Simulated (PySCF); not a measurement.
Be(Me)(NMe2) (C3H9BeN), SMILES [CH3][Be][N](C)C. Atoms are numbered in the order given.

```xyz
14

Be     0.6184     0.5625    -0.5091
C      1.6840     1.5390    -1.3772
H      2.7204     1.1564    -1.3545
H      1.7224     2.5632    -0.9617
H      1.4000     1.6423    -2.4396
N     -0.3378    -0.3094     0.2754
C     -1.2069     0.1903     1.3219
C     -0.4825    -1.7351     0.0593
H     -2.2766     0.0157     1.0887
H     -1.0020    -0.2968     2.2965
H     -1.0734     1.2760     1.4619
H     -0.2415    -2.3176     0.9712
H     -1.5164    -2.0050    -0.2363
H      0.1906    -2.0838    -0.7417
```

Coordinates come from a ωB97X-D3(BJ)/def2-SVP optimisation. The structure was generated by enumeration; whether it is a known compound was not checked. The values are those of a single conformer.

These are PBE/pcSseg-1 (PySCF) values and carry that method's errors.

GIAO shieldings, no solvent; atoms alike by connectivity are averaged. δ = σ(ref) − σ: ¹³C against TMS (σ = 182.0 ppm); ¹H against TMS (σ = 31.49 ppm); ¹⁵N against NH3 (σ = 267.0 ppm), references at their B3LYP-D3(BJ)/def2-TZVP geometries, non-relativistic.

```
nucleus                        atoms  count  δ (ppm)
-------  ---------------------------  -----  -------
¹³C                           C7, C8      2     43.3
¹³C                               C2      1    -18.3
¹H       H9, H10, H11, H12, H13, H14      6     2.97
¹H                        H3, H4, H5      3    -0.35
¹⁵N                               N6      1     74.4
```
